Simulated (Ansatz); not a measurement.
Reactions of C₃H₈O₂Sn, SMILES `CC(C)[O][Sn][OH]`.

Program: Ansatz. Geometries: PBE0-D4/def2-TZVP. ΔE: electronic, gas phase. CCSD(T)/CBS is the MP2 limit (def2-TZVPP, def2-QZVPP) plus CCSD(T) − MP2 in def2-TZVPP, frozen cores. def2 core potentials past Kr. For Cd, Sn, Zr outer-core shells are correlated without core-valence functions, which leaves a few kJ/mol of doubt a bond. One conformer a species, not always the lowest.

Order these by ΔE at CCSD(T)/CBS, lowest first. (An estimate is asked.)
A. `CC(C)[O][Sn][OH]` + `CC1=CC(C)=[O+][B-](O)(F)O1` → `CC1=CC(C)=[O+][Sn-]([OH])[O]1` + `CC(C)OB(O)F`
B. `CC(C)[O][Sn][OH]` + `FC(F)(F)C1=CC(C(F)(F)F)=[O+][Al-]([F])([Cl])[O]1` → `[OH][Sn-]1[O]C(C(F)(F)F)=CC(C(F)(F)F)=[O+]1` + `CC(C)[O][Al]([F])[Cl]`
C. `CC(C)[O][Sn][OH]` + `C[CH](C)[Cd][NH2]` → `C[CH](C)[Sn][OH]` + `CC(C)[O][Cd][NH2]`
D. `CC(C)[O][Sn][OH]` + `CC[SiH]` → `C[CH2][Sn][OH]` + `CC(C)O[SiH]`
E. `CC(C)[O][Sn][OH]` + `[NH2][Zr]([F])([F])[F]` → `CC(C)[NH][Zr]([F])([F])[F]` + `[OH][Sn][OH]`

A (-0.88 eV), D (-0.49 eV), E (-0.30 eV), B (+0.36 eV), C (+0.67 eV).

Largest T1 diagnostic: 0.018, for `[OH][Sn][OH]`.
